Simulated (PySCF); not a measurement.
Spin states of NaBe

Unrestricted PBE0; Na 3-21G, Be 3-21G; no relativity (PySCF 2.14). Outer shells of the fragments: Na 3s1; Be 2s2.

Followed along the bond (rough minima from three points):

```tsv
2Ms+1	unpaired	⟨S²⟩ at the start	R at minimum (Å)	Te (eV)
2	σ ↑	0.77	2.97	0.00
2	π ↑	0.76	2.53	0.90
4	σ ↑↑, π ↑	3.75	3.02	2.35
```

Solutions found at the starting distance of 2.535 Å, counted from the lowest of them; the search is not exhaustive and high or unbound solutions are not listed, so other states can lie among these:

| 2Ms+1 | unpaired | term | E (eV) | ⟨S²⟩ | ⟨Lz²⟩ | μ (D) |
| --- | --- | --- | --- | --- | --- | --- |
| 2 | σ ↑ | ²Σ⁺ | 0.00 | 0.77 | 0.00 | -2.36 |
| 2 | π ↑ | ²Π | 0.76 | 0.76 | 1.00 | -4.87 |
| 4 | σ ↑↑, π ↑ | ⁴Π | 2.36 | 3.75 | 1.00 | -4.25 |
| 4 | σ ↑, π ↑↑ | ⁴Σ⁻ | 2.90 | 3.75 | 0.00 | -5.67 |
| 4 | σ ↑↑↑ | ⁴Σ⁺ | 3.39 | 3.75 | 0.00 | 4.20 |
| 2 | σ ↑↑, π ↓ | mixed | 3.41 | 1.75 | 1.00 | -4.26 |
| 2 | σ ↑, π ↑↓ | mixed | 3.82 | 1.75 | 2.00 | -4.17 |
| 2 | σ ↑ | mixed | 4.27 | 1.04 | 2.00 | -2.26 |
| 4 | σ ↑, π ↑↑ | mixed | 5.07 | 3.75 | 2.00 | 2.75 |

A term symbol is given only where ⟨S²⟩ and ⟨Lz²⟩ are close to those of a pure state; real π, δ and φ orbitals otherwise mix terms. A positive dipole means Na(−)Be(+).

Question: Compare the gap between the two lowest followed solutions at the starting distance with the gap between their minima.

Answer: At PBE0 the second solution (doublet, unpaired electrons π ↑) lies +0.76 eV from the first (doublet, unpaired electrons σ ↑) at 2.535 Å and +0.90 eV at the minima; the two curves relax by different amounts, since their minima lie near 2.53 and 2.97 Å.

Counting both spins, an empty level lies below a filled one in some of these solutions, because spin and occupation are held. 3-21G is very small, so such numbers show the basis as much as the molecule.
